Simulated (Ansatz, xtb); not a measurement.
**BFGaH2P: which of two structures lies lower**

Structure I: a singlet given by its coordinates. Structure II: `FB[PH][Ga]`, a singlet. Both are isolated molecules in the gas phase, relaxed with B3LYP-D3(BJ)/def2-SVP; the shapes shown needn't be the lowest conformers.

I (Å):

```xyz
6

B    -0.0618   -0.4189   -2.7409
F    -1.1053   -0.7389   -3.5128
Ga    1.7112    0.4038   -1.4270
P     1.0934   -1.6283   -1.8953
H     0.0650    0.8293   -2.6401
H     2.1157    1.8741   -1.1193
```

Close contacts (Å): B1–F2 1.34, B1–Ga3 2.36, B1–P4 1.87, Ga3–P4 2.17, B1–H5 1.26, Ga3–H5 2.09, Ga3–H6 1.56.

II (Å):

```yaml
atoms:
  - { symbol: B, position_ang: [-1.2359, 0.4209, -1.3713] }
  - { symbol: F, position_ang: [-2.1524, -0.5462, -1.4312] }
  - { symbol: Ga, position_ang: [2.0578, 0.1163, -1.8742] }
  - { symbol: P, position_ang: [0.2477, 0.3500, -0.2110] }
  - { symbol: H, position_ang: [-1.4092, 1.3906, -2.0777] }
  - { symbol: H, position_ang: [0.1992, -1.0194, 0.2026] }
```

Energies in hartree; the thermal terms are from B3LYP-D3(BJ)/def2-SVP harmonic frequencies (ideal gas, rigid rotor, one conformer each, 200 K, 1 atm) and include the zero-point energy:

|  | I | II |
| --- | --- | --- |
| E, CCSD(T)/def2-TZVP | −2390.133512 | −2390.144395 |
| zero-point energy | 0.023529 | 0.024668 |
| H(200 K) − E | 0.027120 | 0.028625 |
| G(200 K) − E | 0.004983 | 0.005234 |

Task: Work out ΔE, ΔE₀, ΔH and ΔG for I → II in kJ/mol (1 Eh = 2625.50 kJ/mol) and the equilibrium ratio [II]/[I].

Result: 1. ΔE = −2390.144395 − (−2390.133512) = −0.010883 Eh = −28.57 kJ/mol.
2. ΔE₀ = ΔE + ΔZPE = −0.010883 + (+0.001139) Eh = −25.58 kJ/mol.
3. ΔH = ΔE + (+0.001505) Eh = −24.62 kJ/mol.
4. ΔG = ΔE + (+0.000251) Eh = −27.91 kJ/mol, so ΔS = (ΔH − ΔG)/T = +16.5 J/(mol K).
5. kT = 0.6334 mEh, so K = [II]/[I] = exp(−ΔG/kT) = exp(+16.79) ≈ 2.0 × 10^7.

Structure II is favoured at this temperature. An error of 4 kJ/mol in ΔG would change K by a factor of 11. Mirror images and further conformers aren't counted.

Other levels gave ΔE = −58.9 (B3LYP-D3(BJ)/def2-SVP); −75.6 (HF/def2-TZVP); −12.2 (MP2/def2-TZVP) kJ/mol. The correlated steps freeze 16 core orbitals; the filled d shell of Ga is correlated, in a basis made for valence electrons. Programs: Ansatz 0.2.0.
